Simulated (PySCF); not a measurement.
Bonds (- single, = double, # triple, : aromatic): N1#C2 1.146 Å, C2-C3 1.415 Å, C3-C4 1.488 Å, C4=C5 1.326 Å, C5-C6 1.503 Å, C6-C7 1.516 Å, C7-C8 1.490 Å, C7-C3 1.526 Å, C8-C3 1.519 Å. C4 carries H9; C5 carries H10; C6 carries H11, H12; C7 carries H13; C8 carries H14, H15. Stereochemistry as in N#C[C@@]12C=CC[C@@H]1C2. H14 is cis to C6 on the ring; H12 is cis to C8 on the ring; H15 is trans to C6 on the ring; H11 is trans to C8 on the ring.

Geometry: GFN2-xTB; GIAO shifts from PySCF, gas phase, non-relativistic, averaged over equivalent atoms.

At PBE0/pcSseg-1 (171 basis functions, 22 s wall time on 1 thread of an Arm Neoverse V1, shared host):
```json
{"atoms": "N1", "δ (ppm)": "293.9"}
{"atoms": "C4", "δ (ppm)": "141.2"}
{"atoms": "C5", "δ (ppm)": "138.9"}
{"atoms": "C2", "δ (ppm)": "125.3"}
{"atoms": "C6", "δ (ppm)": "40.5"}
{"atoms": "C7", "δ (ppm)": "30.4"}
{"atoms": "C8", "δ (ppm)": "29.7"}
{"atoms": "C3", "δ (ppm)": "23.1"}
{"atoms": "H9", "δ (ppm)": "6.17"}
{"atoms": "H10", "δ (ppm)": "5.67"}
{"atoms": "H11", "δ (ppm)": "2.94"}
{"atoms": "H12", "δ (ppm)": "2.45"}
{"atoms": "H13", "δ (ppm)": "2.23"}
{"atoms": "H15", "δ (ppm)": "1.47"}
{"atoms": "H14", "δ (ppm)": "0.33"}
```

Scale: ¹⁵N (σref 267.73) against NH3; TMS for ¹³C (σref 186.93), ¹H (σref 31.72) (reference shieldings calculated alike).

**Question.** Estimate the result of repeating the calculation with BHandHLYP/pcSseg-1.

**Answer.** 
```csv
atoms,δ at BHandHLYP/pcSseg-1,change
N1,297.8,+3.9
C4,142.6,+1.4
C5,140.4,+1.5
C2,127.6,+2.3
C6,38.7,-1.8
C7,28.0,-2.4
C8,28.8,-0.9
C3,19.3,-3.8
H9,6.13,-0.04
H10,5.63,-0.04
H11,2.84,-0.10
H12,2.33,-0.12
H13,2.14,-0.09
H15,1.41,-0.06
H14,0.33,+0.00
```

Shifts are taken against calculated references (same method and geometry level): ¹⁵N (267.09 ppm) vs NH3; TMS for ¹³C (186.58 ppm), ¹H (31.90 ppm).

The largest change is at N1 (nitrile nitrogen). Cost: 171 basis functions, 22 s wall time on 1 thread of an Arm Neoverse V1, shared host. The order of the carbon signals changes between the two levels.

Experimental scales use liquid or dissolved standards, which lie at an offset from isolated NH3 (liquid NH3: subtract about 20 ppm). Unscaled 15N shifts of sp2 nitrogen come out 20 to 40 ppm too high even then.
